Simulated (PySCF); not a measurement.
PBE on Se⁻ (selenium, charge -1), [Ar] 3d10 4s2 4p5, 2P determinant. All numbers are calculated (PySCF 2.14, the spin-free X2C one-electron Hamiltonian (Gaussian nucleus), in x2c-QZVPPall with one added diffuse shell each of s, p, d, f type (12s9p6d5f1g, 113 functions)).

```
cycle= 1 E= -2429.64507321878  delta_E= -0.0289  |g|= 0.111  |ddm|= 0.222
cycle= 2 E= -2429.64422789889  delta_E= 0.000845  |g|= 0.149  |ddm|= 0.0596
cycle= 3 E= -2429.64614724398  delta_E= -0.00192  |g|= 0.00764  |ddm|= 0.0454
cycle= 4 E= -2429.64615853235  delta_E= -1.13e-05  |g|= 0.00817  |ddm|= 0.022
cycle= 5 E= -2429.64620193624  delta_E= -4.34e-05  |g|= 0.00021  |ddm|= 0.0102
cycle= 6 E= -2429.64620198721  delta_E= -5.1e-08  |g|= 3.34e-05  |ddm|= 0.000487
cycle= 7 E= -2429.64620198853  delta_E= -1.32e-09  |g|= 4.39e-06  |ddm|= 8.4e-05
cycle= 8 E= -2429.64620198854  delta_E= -1.36e-11  |g|= 5.47e-07  |ddm|= 8.08e-06
converged SCF energy = -2429.64620198854  <S^2> = 0.75393065  2S+1 = 2.0039268
```

Highest occupied orbital energy: 0.987 eV; ⟨L²⟩ = 2.03; populations by l: s 8.00, p 17.00, d 10.00, f 0.00.

**Question.** Can this result be used?

**Answer.** With care. Self-consistency was reached. At PBE the highest occupied level has a positive energy, so only the finite basis holds that electron; in a semilocal or global hybrid functional this comes from self-interaction and does not mean that the real anion is unbound.
